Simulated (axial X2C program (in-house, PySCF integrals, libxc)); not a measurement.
**Worked dissociation energy of CaSi: PBE, 2c**

All values were computed with an in-house relativistic program for diatomic molecules. Two-component (2c) means X2C with spin–orbit coupling and atomic mean-field two-electron Coulomb and Gaunt terms. Basis: Ca dyall-cv3z [11s12p6d4f], Si dyall-v3z [8s7p2d1f] (cores contracted in-house); Gaussian nuclei, density fitting, unrestricted open shells. Masses: Ca 39.963 u, Si 27.977 u.

Molecular state: Ω = 1 (⟨Sz⟩ = 1.00, ⟨Lz⟩ = 0.00 at PBE).

```
E(Ca) (2M_J = 0) : -680.112303 hartree
E(Si) (2M_J = 2) : -289.807919 hartree
E(CaSi) at Re    : -969.987386 hartree
ωe               : 279.7 cm⁻¹
ωexe             : 1.29 cm⁻¹
```

Work out De and D0.

De = -680.112303 + (-289.807919) − (-969.987386) = 0.06717 hartree = 1.828 eV. The zero-point energy is ωe/2 − ωexe/4 = 140 cm⁻¹ = 0.017 eV, so D0 = 1.810 eV.

The state is a single determinant with fixed occupations, the lowest that a limited PBE0 search found. De is counted from the lowest determinant-based energies of the atoms at the same level, without counterpoise correction. Density functionals use the spin component along the axis (collinear). In 2c an atomic determinant is not the ground J level, so De misses part of the atomic spin–orbit lowering. This holds for PBE. Other states lie close and PBE0, whose exact exchange favours high spin, may order them wrongly; the determinant shown need not be the ground state. The nearest other 2c determinant of the search, Ω = 2, lies 0.39 eV up at the distance of the search. Without a current term, density functionals place determinants with orbital angular momentum somewhat too high. With several unpaired electrons one determinant need not be a pure state. Open-shell Ω = 0 determinants with evenly filled partner blocks cannot be reached by this program, so the Ω shown need not be the lowest component. This is the Ω = 1 component of a π² triplet; the 0⁺ component is not one determinant and can lie lowest. The determinant is spin-polarised beyond a pure state at some levels (its spin-free form has ⟨S²⟩ too high), which makes Re and μ there less reliable.

Each atomic determinant is the lowest at this level and need not be a pure J level. Totals compare only within one Hamiltonian and basis.
